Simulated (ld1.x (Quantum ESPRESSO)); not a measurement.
## Transferability test, ultrasoft potential for Te (Z = 52)

Te, ultrasoft, made with ld1.x (Quantum ESPRESSO) 7.5 (LDA (PZ), scalar-relativistic). Core [Kr] 4d10, reference 5s2 5p4. Waves: 5s (bound): rcut 1.60, rcutus 2.00 bohr; 5s channel at -0.5 Ry: rcut 1.60, rcutus 2.00 bohr; 5p (bound): rcut 2.00, rcutus 2.15 bohr; 5p channel at 3.45 Ry: rcut 2.00, rcutus 2.15 bohr; 5d channel at 0.5 Ry: rcut 1.85, rcutus 2.30 bohr; 5d channel at 3.05 Ry: rcut 1.85, rcutus 2.30 bohr. Local part: all-electron potential smoothed inside 1.80 bohr (lloc = -1). Core correction: Bessel-smoothed model core inside 1.40 bohr. Augmentation charge: built from norm-conserving waves at rcut, not smoothed further.

Energies are relative to the spin-unpolarised reference configuration 5s2 5p4; without spin polarisation the order of configurations can differ from experiment. Spin-polarised rows fill each open shell by Hund’s rule, majority spin first.

| valence configuration | charge | ΔE all-electron (eV) | error AE − PS (meV) |
| --- | --- | --- | --- |
| 5s2 5p3 | +1 | 9.916 | +27 |
| 5s1 5p5 | 0 | 9.353 | -1.6 |
| 5s1 5p4 | +1 | 19.846 | +72 |
| 5s2 5p0 | +4 | 92.227 | -235 |
| 5s2 5p4.3 | -0.3 | -1.516 | +2.3 |
| 5s2 5p4 (spin-polarised) | 0 | -0.480 | +1.3 |
| 5s2 5p3 (spin-polarised) | +1 | 8.605 | +19 |

Task: What are ΔE and the potential's error for 5s2 5p2?

Result: ΔE = 28.089 eV all-electron; the error (AE − PS) is +112 meV.

Task: What are ΔE and the potential's error for 5s2 5p1?

Result: ΔE = 55.321 eV all-electron; the error (AE − PS) is +159 meV.

Levels in the configuration 5s2 5p4 (spin-polarised):

| level | all-electron (eV) | pseudo (eV) |
| --- | --- | --- |
| 5s up | -15.762 | -15.767 |
| 5p up | -6.516 | -6.519 |
| 5s down | -14.774 | -14.777 |
| 5p down | -5.548 | -5.549 |

A Bessel basis up to 400 Ry misses an occupied level by 0.27 Ry, so cutoffs and ghosts were not judged.
